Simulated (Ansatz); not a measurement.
Total energies of the cluster Na5⁺ (the lowest singlet isomer of a short search) from Ansatz at PBE0/def2-TZVP, gas phase (1 Eh = 27.2114 eV = 2625.5 kJ/mol). The reference geometry is relaxed at r2SCAN/def2-SVP.

```xyz
5

Na    2.326   -0.454   -2.795
Na   -0.015   -0.025    0.004
Na   -0.797   -1.603   -3.229
Na   -0.586   -0.517    3.610
Na   -0.928    2.598    2.411
```

| state | geometry | energy (Eh) |
| --- | --- | --- |
| charge 1 singlet | reference | -810.82291 |
| charge 0 doublet | reference | -810.94959 |
| charge 1 triplet | relaxed at r2SCAN/def2-SVP | -810.80942 |
| charge 1 quintet | relaxed at r2SCAN/def2-SVP | -810.76527 |

Task: Work out the vertical electron affinity, to the doublet.

Result: E(charge 1 singlet) − E(charge 0 doublet) = -810.82291 − (-810.94959) = 0.12668 Eh = 3.45 eV.

Task: Which of the charge 1 states is lowest, and how far above it are the others?

Result: The singlet. triplet: -810.80942 − (-810.82291) = 0.01349 Eh = 35.4 kJ/mol; quintet: -810.76527 − (-810.82291) = 0.05764 Eh = 151.3 kJ/mol. The triplet differs in its bonds from the reference. The quintet differs in its bonds from the reference.

The structure comes from a short search, and lower isomers may exist.
